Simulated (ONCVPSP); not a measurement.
# Reading a pseudo-wave (nickel)

Columns: radius, all-electron u(r) and pseudo u(r) of the 3p shell (level -73.38 eV) of nickel in the configuration [Ne] 3s2 3p6 3d8 4s1 4p1; PBE, scalar-relativistic, ONCV scheme, ONCVPSP 4.0.1.

```
r (bohr)  all-electron  pseudo
   0.070       -0.4534  0.0362
   0.140       -0.6346  0.1399
   0.210       -0.3789  0.2971
   0.280        0.0553  0.4876
   0.350        0.4825  0.6881
   0.420        0.8199  0.8757
   0.490        1.0474  1.0309
   0.560        1.1742  1.1410
   0.630        1.2205  1.2000
   0.700        1.2083  1.2091
   0.770        1.1574  1.1754
   0.840        1.0824  1.1090
   0.910        0.9948  1.0215
   0.980        0.9023  0.9235
   1.050        0.8101  0.8237
   1.120        0.7215  0.7284
   1.190        0.6385  0.6410
   1.260        0.5621  0.5626
   1.330        0.4928  0.4927
   1.400        0.4305  0.4304
   1.470        0.3750  0.3749
   1.540        0.3258  0.3258
   1.610        0.2825  0.2824
   1.680        0.2445  0.2445
   1.750        0.2113  0.2112
   1.820        0.1823  0.1823
```

**Question.** How many radial nodes do the two functions have?

**Answer.** The all-electron 3p function has n − l − 1 = 1; the pseudo-wave has 0, since the states of the same l below it are removed with the core.

**Question.** At about which radius was the pseudo-wave matched?

**Answer.** 1.40 bohr. The columns agree to 0.0005 from 1.26 bohr on; several derivatives are matched, so the curves merge somewhat inside the radius.

**Question.** Is the pseudo-wave norm-conserving?

**Answer.** Yes: the ONCV scheme keeps the norm inside the radius equal to the all-electron one, which fixes the energy derivative of the logarithmic derivative at the level.
